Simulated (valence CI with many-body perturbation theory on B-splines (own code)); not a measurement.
# Pr38+: input, log and results

Computed by valence CI with perturbative core correlation (CI+MBPT): three valence electrons over a frozen Dirac-Fock core [Ar], radial functions for each j: 7 s, 7 p, 8 d, 6 f, 4 g, 1 h, with the one-electron correlation potential Σ1 (screened to all orders), the two-electron term Σ2, the three-electron term Σ3, Breit, model QED; selected single and double excitations, second order for the rest, scaled by the run's own slope (own B-spline code, finite nucleus).

Command, and the settings that its task file holds:

```sh
python run_cv.py task.json out
```

```
atom Pr  Z=59  mass_number=141  rms_radius_fm=4.8919
core [Ar]
valence 3d3
avg = 1
basis = M
beyond = 1
breit = 1
cap = 32000
capref = 2200
cscale = 1
de = 0.0
dress = 0
eps = 2e-08
extrap = 1
h = 0.27
hh = 1
l2 = 3
lcore = 6
maxit = 60
n2 = 5
natural = 1
nlev = 190
nno = [4, 4, 5, 4, 3, 1]
nroot = 40
nsp = [3, 3, 3, 2, 1, 0]
pt2 = 1
qed = 1
rpa = 1
s1 = 1
s2 = 1
s3 = 1
screen = 1
tol = 2e-05
whole = 1
```

It took 22 s on 1 thread of Intel(R) Xeon(R) Processor @ 2.30GHz, on a shared host.

Log. The first blocks belong to the next ion, which gives the ionisation energy. Fields: 2J, parity (1 odd), roots, reference size, generating configurations, candidates as configurations/state functions, variational space P, stored matrix elements, Davidson steps; e2 is the range of second-order energies in hartree. The first line gives the box (bohr), its intervals, the orbitals and the steps of their self-consistent field. Window is the range of levels sought, series limit the energy at which the first omitted orbital would enter, core excitation an estimate of the first excitation out of the core, left out the lowest levels not solved, and shifts from estimates the range by which levels moved from their first estimate, all in cm⁻¹.

```
rmax 2.9 intervals 57 orbitals 59 references ['3d3', '3d2 4s', '3d2 4p'] scf 3 t 0.9
2J=4 par=0 roots 2 ref 45 generators 3 cand 574/574 P 619/619 nnz 0 it 0
2J=4 par=0 roots 2 ref 45 generators 3 cand 51/51 P 670/670 nnz 0 it 0
   second order: generators 6 cand 12/12 e2 -0.00000 -0.00000
2J=0 par=0 roots 2 ref 17 generators 2 cand 203/203 P 220/220 nnz 0 it 0
   second order: generators 3 cand 0/0 e2 -0.00000 -0.00000
2J=6 par=0 roots 2 ref 37 generators 2 cand 533/533 P 570/570 nnz 0 it 0
2J=6 par=0 roots 2 ref 37 generators 4 cand 33/33 P 603/603 nnz 0 it 0
   second order: generators 9 cand 44/44 e2 -0.00000 -0.00000
reference levels 921, estimated 19, window 744042 1/cm; series limit 17066113, core excitation 1715838
2J=3 par=0 roots 5 ref 90 generators 4 cand 478/1080 P 1452/3654 nnz 3.5e+06 it 4
2J=3 par=0 roots 5 ref 90 generators 4 cand 171/392 P 1623/4046 nnz 4.3e+06 it 4
   second order: generators 5 cand 896/2270 e2 -0.00000 -0.00000
2J=5 par=0 roots 5 ref 102 generators 3 cand 612/1663 P 1434/4261 nnz 4.8e+06 it 4
2J=5 par=0 roots 5 ref 102 generators 3 cand 218/589 P 1652/4850 nnz 6.2e+06 it 3
   second order: generators 5 cand 1730/4958 e2 -0.00000 -0.00000
2J=7 par=0 roots 3 ref 89 generators 2 cand 505/1388 P 1316/3974 nnz 4.3e+06 it 3
2J=7 par=0 roots 3 ref 89 generators 2 cand 237/705 P 1553/4679 nnz 5.9e+06 it 3
   second order: generators 2 cand 141/354 e2 -0.00000 -0.00000
2J=9 par=0 roots 3 ref 68 generators 3 cand 358/899 P 1245/3452 nnz 3.3e+06 it 4
2J=9 par=0 roots 3 ref 68 generators 3 cand 185/527 P 1430/3979 nnz 4.4e+06 it 4
   second order: generators 3 cand 104/299 e2 -0.00000 -0.00000
2J=1 par=0 roots 2 ref 54 generators 2 cand 214/335 P 1253/2026 nnz 0 it 4
2J=1 par=0 roots 2 ref 54 generators 2 cand 129/215 P 1382/2241 nnz 0 it 3
   second order: generators 2 cand 102/126 e2 -0.00000 -0.00000
2J=11 par=0 roots 1 ref 37 generators 1 cand 162/424 P 957/2429 nnz 0 it 4
2J=11 par=0 roots 1 ref 37 generators 1 cand 164/426 P 1121/2855 nnz 2.3e+06 it 4
   second order: generators 1 cand 145/297 e2 -0.00000 -0.00000
left out: unestimated 8893052, estimated none, shifts from estimates -1 to 4
operators 1.7
```

The Davidson iterations converged.

No measured spectrum was set against this ion. As an estimate, large intervals hold to a few tenths of a per cent, small ones and those within an open d or f shell to about a per cent. Only levels of the ground parity were solved; by the run's estimate the other parity begins above the list, which can be wrong where configurations are misplaced.

```yaml
Valence_energy: -312.747 hartree
Ionisation_energy: "2729.7 eV (NIST: 2729 ± 4 eV (theoretical))"
Reference_configurations_for_the_orbitals: 3d3, 3d2 4s, 3d2 4p
Radial_orbitals: 59
Box_radius: 2.939 bohr
Largest_variational_space: 4850
Lowest_levels: (3d3/2^3) J=3/2 0, (3d3/2^2 3d5/2) J=5/2 [a] 152130, (3d3/2^2 3d5/2) J=3/2 196760, (3d3/2^2 3d5/2) J=7/2 206480, (3d3/2^2 3d5/2) J=9/2 216390, (3d3/2^2 3d5/2) J=1/2 225250, (3d3/2^2 3d5/2) J=5/2 [b] 336720, (3d3/2 3d5/2^2) J=7/2 [a] 363600, (3d3/2 3d5/2^2) J=9/2 384490, (3d3/2 3d5/2^2) J=3/2 [a] 415900, (3d3/2 3d5/2^2) J=1/2 432170, (3d3/2 3d5/2^2) J=11/2 445590, (3d3/2 3d5/2^2) J=5/2 [a] 460830, (3d3/2 3d5/2^2) J=5/2 [b] 487440 cm⁻¹
```

Levels are named by their leading jj configuration (3d3/2^4 stands for four electrons in 3d with j = 3/2), which in mixed levels can hold well under half, so a name can repeat and another be missing. Letters in brackets count levels of one name in rising energy.
